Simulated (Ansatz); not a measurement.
Ansatz (a program for electronic structure) input (B97M-V/def2-TZVPD):

Ansatz 0.2 input:
```yaml
crystal:
  periodic: [false, false, false]
  atoms:
    - {symbol: F, position_ang: [2.06264276, -1.30199313, -0.05877427]}
    - {symbol: Si, position_ang: [1.42674947, 0.16817196, 0.14547665]}
    - {symbol: Si, position_ang: [-0.87918452, 0.09546940, -0.32648871]}
    - {symbol: F, position_ang: [-1.41075245, 1.59669978, -0.19352647]}
    - {symbol: F, position_ang: [-1.59849701, -0.77894751, 0.79796472]}
    - {symbol: H, position_ang: [2.17707576, 1.09685804, -0.74354690]}
    - {symbol: H, position_ang: [-1.32352448, -0.42966921, -1.63325995]}
basis:
  gaussian:
    orbitals: def2-TZVPD
hamiltonian:
  xc: {name: B97M-V}
magnetization: {spin_polarized: true, initial_magnetization: 1}
output: {forces: true}
```

Output:

```
Functional definition: B97M-V
integrals: 0.18 GiB planned
1243 factors; their error is unknown
0.36 GiB of the device are held for the grids
1.24 GiB of device memory are held for the factors and their scratch space
mean field: 1.50 GiB planned
mean field evaluation 1: about -23934.9888 eV, gradient 4.0e1 eV
mean field evaluation 2: about -23921.8822 eV, gradient 7.7e1 eV
mean field evaluation 4: about -23939.3493 eV, gradient 3.9e0 eV
mean field evaluation 8: about -23939.4041 eV, gradient 7.3e-2 eV
mean field evaluation 16: about -23939.3940 eV, gradient 2.1e-4 eV
mean field -23939.39404285 eV, -879.7565043706 hartree, gradient 4.0e-5 eV, S^2 0.753341; 0 other end points of the search recorded, 0 dependent functions left out
the calculation of the forces begins
reference -23939.39413423 eV, -879.7565077290 hartree; 29, 28 occupied and 195, 196 virtual orbitals, 1243 factors
Total energy: -23939.39413423 eV, -879.7565077290 hartree
Atom 0 at     2.062643    -1.301993    -0.058774 Å, force    -0.149353     0.374454     0.065877 eV/Å
Atom 1 at     1.426749     0.168172     0.145477 Å, force    -0.016075    -0.430887    -0.064348 eV/Å
Atom 2 at    -0.879185     0.095469    -0.326489 Å, force    -0.201386     0.215982     0.427038 eV/Å
Atom 3 at    -1.410752     1.596700    -0.193526 Å, force     0.151963    -0.439499    -0.028057 eV/Å
Atom 4 at    -1.598497    -0.778948     0.797965 Å, force     0.200519     0.255700    -0.328844 eV/Å
Atom 5 at     2.177076     1.096858    -0.743547 Å, force     0.041242     0.048241    -0.032178 eV/Å
Atom 6 at    -1.323524    -0.429669    -1.633260 Å, force    -0.026910    -0.023991    -0.039489 eV/Å
Dipole moment:     0.147134     0.106572    -0.127338 e Å
```

It need not be the lowest isomer of its formula.
